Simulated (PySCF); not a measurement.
A structure optimised at PBE-D3(BJ)/def2-SVP, used in a PySCF frequency run:

```xyz
5

Ge     0.3551     0.6562     0.0000
F     -0.7354     2.0230     0.0000
Br    -0.0935    -0.5772    -1.8896
Br    -0.0935    -0.5772     1.8896
H      1.7999     1.1969     0.0000
```
Charge 0, spin multiplicity 1.

### Question
Write its SMILES, formula and point group.

### Answer
[F][GeH]([Br])[Br], Br2FGeH, Cs

### Question
What are its rotational constants (standard atomic weights)?

### Answer
2.6925, 0.84981, 0.68832 GHz
